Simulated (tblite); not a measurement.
C₄H₁₁BGeO₂.
Cartesian coordinates in Å at the GFN2-xTB level; atoms count from 1:
```
atom  x, y, z in Å
C1     0.221   -1.757   -1.543
C2     0.153   -0.766   -0.666
C3     1.138   -0.626    0.447
Ge4    1.976    1.160    0.575
C5    -0.921    0.284   -0.725
B6    -1.668    0.442    0.684
O7    -2.890   -0.085    0.958
O8    -1.037    1.119    1.666
H9     1.000   -2.501   -1.501
H10   -0.493   -1.864   -2.343
H11    1.932   -1.367    0.336
H12    0.639   -0.824    1.398
H13    1.089    2.323    0.840
H14    3.013    1.130    1.660
H15    2.723    1.456   -0.694
H16   -1.612    0.051   -1.537
H17   -0.435    1.234   -0.967
H18   -3.317   -0.572    0.257
H19   -1.524    1.173    2.489
```

Method: GFN2-xTB as coded in tblite; computed harmonic values from a numerical Hessian at the method's own geometry, unscaled. Errors from tens to a few hundred cm⁻¹ against measured bands are possible. Modes of hydrogen on germanium can be 10 to 20 % off. One conformer, not necessarily the lowest. The optimisation stopped once no atom felt more than 0.01 eV/Å.

Lowest wavenumbers of the output (negative numbers stand for imaginary wavenumbers):
```
mode    cm-1
  1     -34.5
  2      32.8
  3      79.1
  4     109.2
  5     144.5
  6     180.3
  7     307.1
  8     356.5
  9     367.5
 10     420.6
```

Is this structure a minimum?

Not by this Hessian. 1 mode is imaginary beyond 20i (34i cm⁻¹), so at this level the point lies at or near a first-order saddle. The curvature is small, so loose convergence or finite differences may be the whole cause.

Which atoms move in the imaginary mode?

34i: H14 (Ge–H hydrogen) 19 %, H15 (Ge–H hydrogen) 15 %, O8 (boron-bound oxygen) 15 %, H13 (Ge–H hydrogen) 13 %. These are shares of the mass-weighted motion.

What is the remedy?

Step along that mode in both directions, optimise again with tighter thresholds and repeat the frequencies. The zero-point energy of this point (88.7 kcal/mol) counts the 50 real modes alone, and thermal corrections from it aren't those of a minimum.

The run took 1.2 s on one thread of an Arm Neoverse N1, no GPU, on a shared host. This covers the Hessian and the dipole derivatives.
